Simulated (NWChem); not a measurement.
Species: CH$_{3}$AlF$_{2}$; SMILES [CH3][Al]([F])[F]

```xyz
7

Al    -0.0021     0.0645     0.0007
C     -0.0555    -1.8617     0.0001
H      0.4278    -2.2614    -0.9062
H     -1.0854    -2.2463     0.0381
H      0.4981    -2.2673     0.8622
F     -1.3728     0.9992    -0.0002
F      1.4306     0.9015    -0.0002
```
Atoms are numbered in this order, from 1.

All runs: NWChem. The geometry was optimised at PBE0/def2-SVP.

For level B3LYP/def2-SVP:

| Quantity | Result |
|---|---|
| highest occupied level (eV) | -9.01 |
| orbital gap (eV) | 8.34 |

Problem. Estimate the same quantities for level PBE/def2-SVP.

Solution. highest occupied level (eV): -7.81
orbital gap (eV): 6.65
